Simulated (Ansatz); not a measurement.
Geometry optimisation of the cluster Hf₂S₃.

```yaml
crystal:
  periodic: [false, false, false]
  atoms:
    - {symbol: Hf, position_ang: [0.831100, -1.192450, 0.101660]}
    - {symbol: Hf, position_ang: [-0.914790, 1.129640, -0.105840]}
    - {symbol: S, position_ang: [2.908750, -2.089920, 0.261280]}
    - {symbol: S, position_ang: [-1.200090, 3.377970, -0.215390]}
    - {symbol: S, position_ang: [-1.624970, -1.225240, -0.041710]}
basis:
  gaussian: {orbitals: def2-SVP}
hamiltonian: {xc: r2scan, dispersion: d4}
scf: {lower_state_search: "off"}
output: {orbitals: {seedname: orbitals}}
relax: {f_tol: 0.02, max_steps: 100}
```

```sh
$ ansatz run in.yaml --threads 4 --pin off --events-out ev --progress --plain --max-ram 4787MiB
```

Shortened log:

```
Functional definition: r2SCAN
mean field -35109.56266890 eV, -1290.2526299657 hartree, gradient 8.0e-6 eV, S^2 0.000000; 0 other end points of the search recorded, 0 dependent functions left out
relax step   1: F+E_penalty+E_count = -35109.60418548 eV  Δ(F+E_penalty+E_count) = +0.000e0 eV  max|allowed force component| = 1.464e0 eV/Å  Δτ_max = 0.0000 Å  (20 SCF iters, accepted)
mean field -35109.61037609 eV, -1290.2543831727 hartree, gradient 2.2e-6 eV, S^2 0.000000; 0 other end points of the search recorded, 0 dependent functions left out
relax step   2: F+E_penalty+E_count = -35109.65609859 eV  Δ(F+E_penalty+E_count) = -5.191e-2 eV  max|allowed force component| = 8.825e-1 eV/Å  Δτ_max = 0.1950 Å  (34 SCF iters, accepted)
mean field -35109.80729814 eV, -1290.2616199245 hartree, gradient 2.4e-6 eV, S^2 0.000000; 0 other end points of the search recorded, 0 dependent functions left out
relax step   3: F+E_penalty+E_count = -35109.84927658 eV  Δ(F+E_penalty+E_count) = -1.932e-1 eV  max|allowed force component| = 3.487e-1 eV/Å  Δτ_max = 0.1453 Å  (33 SCF iters, accepted)
mean field -35109.98692324 eV, -1290.2682210253 hartree, gradient 1.6e-6 eV, S^2 0.000000; 0 other end points of the search recorded, 0 dependent functions left out
relax step   4: F+E_penalty+E_count = -35110.02916589 eV  Δ(F+E_penalty+E_count) = -1.799e-1 eV  max|allowed force component| = 5.998e-1 eV/Å  Δτ_max = 0.2000 Å  (34 SCF iters, accepted)
mean field -35110.12279947 eV, -1290.2732143844 hartree, gradient 1.3e-6 eV, S^2 0.000000; 0 other end points of the search recorded, 0 dependent functions left out
relax step   5: F+E_penalty+E_count = -35110.16579124 eV  Δ(F+E_penalty+E_count) = -1.366e-1 eV  max|allowed force component| = 1.157e0 eV/Å  Δτ_max = 0.1959 Å  (33 SCF iters, accepted)
mean field -35110.37885750 eV, -1290.2826243434 hartree, gradient 1.2e-6 eV, S^2 0.000000; 0 other end points of the search recorded, 0 dependent functions left out
relax step   6: F+E_penalty+E_count = -35110.42337021 eV  Δ(F+E_penalty+E_count) = -2.576e-1 eV  max|allowed force component| = 1.065e0 eV/Å  Δτ_max = 0.1999 Å  (34 SCF iters, accepted)
mean field -35110.70572295 eV, -1290.2946364274 hartree, gradient 2.2e-6 eV, S^2 0.000000; 0 other end points of the search recorded, 0 dependent functions left out
relax step   7: F+E_penalty+E_count = -35110.75518508 eV  Δ(F+E_penalty+E_count) = -3.318e-1 eV  max|allowed force component| = 1.075e0 eV/Å  Δτ_max = 0.1949 Å  (33 SCF iters, accepted)
mean field -35111.04402989 eV, -1290.3070689782 hartree, gradient 1.4e-6 eV, S^2 0.000000; 0 other end points of the search recorded, 0 dependent functions left out
relax step   8: F+E_penalty+E_count = -35111.09433682 eV  Δ(F+E_penalty+E_count) = -3.392e-1 eV  max|allowed force component| = 7.976e-1 eV/Å  Δτ_max = 0.1955 Å  (36 SCF iters, accepted)
mean field -35111.30124440 eV, -1290.3165214369 hartree, gradient 2.3e-6 eV, S^2 0.000000; 0 other end points of the search recorded, 0 dependent functions left out
relax step   9: F+E_penalty+E_count = -35111.35082544 eV  Δ(F+E_penalty+E_count) = -2.565e-1 eV  max|allowed force component| = 5.233e-1 eV/Å  Δτ_max = 0.1984 Å  (29 SCF iters, accepted)
mean field -35111.49650493 eV, -1290.3236971290 hartree, gradient 3.0e-6 eV, S^2 0.000000; 0 other end points of the search recorded, 0 dependent functions left out
relax step  10: F+E_penalty+E_count = -35111.54562657 eV  Δ(F+E_penalty+E_count) = -1.948e-1 eV  max|allowed force component| = 4.083e-1 eV/Å  Δτ_max = 0.1989 Å  (28 SCF iters, accepted)
mean field -35111.65679309 eV, -1290.3295876102 hartree, gradient 3.2e-6 eV, S^2 0.000000; 0 other end points of the search recorded, 0 dependent functions left out
relax step  11: F+E_penalty+E_count = -35111.70613523 eV  Δ(F+E_penalty+E_count) = -1.605e-1 eV  max|allowed force component| = 2.818e-1 eV/Å  Δτ_max = 0.1989 Å  (28 SCF iters, accepted)
mean field -35111.78205816 eV, -1290.3341910167 hartree, gradient 3.0e-6 eV, S^2 0.000000; 0 other end points of the search recorded, 0 dependent functions left out
relax step  12: F+E_penalty+E_count = -35111.83149436 eV  Δ(F+E_penalty+E_count) = -1.254e-1 eV  max|allowed force component| = 2.483e-1 eV/Å  Δτ_max = 0.1939 Å  (31 SCF iters, accepted)
mean field -35111.90654931 eV, -1290.3387659822 hartree, gradient 3.0e-6 eV, S^2 0.000000; 0 other end points of the search recorded, 0 dependent functions left out
relax step  13: F+E_penalty+E_count = -35111.95621092 eV  Δ(F+E_penalty+E_count) = -1.247e-1 eV  max|allowed force component| = 4.014e-1 eV/Å  Δτ_max = 0.1952 Å  (31 SCF iters, accepted)
mean field -35112.14160415 eV, -1290.3474040883 hartree, gradient 2.9e-6 eV, S^2 0.000000; 0 other end points of the search recorded, 0 dependent functions left out
relax step  14: F+E_penalty+E_count = -35112.19212048 eV  Δ(F+E_penalty+E_count) = -2.359e-1 eV  max|allowed force component| = 5.442e-1 eV/Å  Δτ_max = 0.1955 Å  (33 SCF iters, accepted)
mean field -35112.54033730 eV, -1290.3620572613 hartree, gradient 1.1e-6 eV, S^2 0.000000; 0 other end points of the search recorded, 0 dependent functions left out
relax step  15: F+E_penalty+E_count = -35112.59205593 eV  Δ(F+E_penalty+E_count) = -3.999e-1 eV  max|allowed force component| = 9.944e-1 eV/Å  Δτ_max = 0.1954 Å  (34 SCF iters, accepted)
mean field -35113.19011733 eV, -1290.3859362368 hartree, gradient 1.1e-6 eV, S^2 0.000000; 0 other end points of the search recorded, 0 dependent functions left out
relax step  16: F+E_penalty+E_count = -35113.24286971 eV  Δ(F+E_penalty+E_count) = -6.508e-1 eV  max|allowed force component| = 1.068e0 eV/Å  Δτ_max = 0.1951 Å  (34 SCF iters, accepted)
mean field -35113.66408620 eV, -1290.4033542713 hartree, gradient 2.6e-6 eV, S^2 0.000000; 0 other end points of the search recorded, 0 dependent functions left out
relax step  17: F+E_penalty+E_count = -35113.71762987 eV  Δ(F+E_penalty+E_count) = -4.748e-1 eV  max|allowed force component| = 8.212e-1 eV/Å  Δτ_max = 0.1947 Å  (33 SCF iters, accepted)
mean field -35113.76617655 eV, -1290.4071060226 hartree, gradient 2.7e-6 eV, S^2 0.000000; 0 other end points of the search recorded, 0 dependent functions left out
relax step  18: F+E_penalty+E_count = -35113.81962024 eV  Δ(F+E_penalty+E_count) = -1.020e-1 eV  max|allowed force component| = 1.631e-1 eV/Å  Δτ_max = 0.0878 Å  (28 SCF iters, accepted)
mean field -35113.76723048 eV, -1290.4071447540 hartree, gradient 2.0e-6 eV, S^2 0.000000; 0 other end points of the search recorded, 0 dependent functions left out
relax step  19: F+E_penalty+E_count = -35113.82071389 eV  Δ(F+E_penalty+E_count) = -1.094e-3 eV  max|allowed force component| = 1.638e-2 eV/Å  Δτ_max = 0.0069 Å  (24 SCF iters, accepted)
Total energy: -35113.82073293 eV, -1290.4091109325 hartree
Atom 0 at     0.171600    -0.268581     1.232162 Å, force     0.002019    -0.005909     0.016379 eV/Å
Atom 1 at    -0.171606     0.268735    -1.232433 Å, force    -0.002180     0.000515    -0.012372 eV/Å
Atom 2 at     1.892986    -0.762433    -0.429555 Å, force     0.010196    -0.004211    -0.003959 eV/Å
Atom 3 at    -0.228605     2.018318     0.471781 Å, force    -0.002081     0.015288     0.001829 eV/Å
Atom 4 at    -1.664375    -1.256039    -0.041955 Å, force    -0.007954    -0.005682    -0.001877 eV/Å
Dipole moment:     0.000035     0.000353    -0.000253 e Å
Checks for a lower state left out: stability, starts, cluster_reference, orbital_swaps, neighbouring_geometries, increment
```

It took 61 s on 4 threads of Intel Xeon Platinum 8259CL on a shared host.

In the def2 sets Hf takes a core potential; there is no spin–orbit coupling. The restricted singlet is unstable towards broken spin symmetry in Hartree–Fock (as tested in another run); at r2SCAN-D4/def2-SVP this wasn't settled. The relaxation made no stability test and no search for a lower SCF solution. No other spin state of charge 0 was run. The structure comes from a short search, and lower isomers may exist.
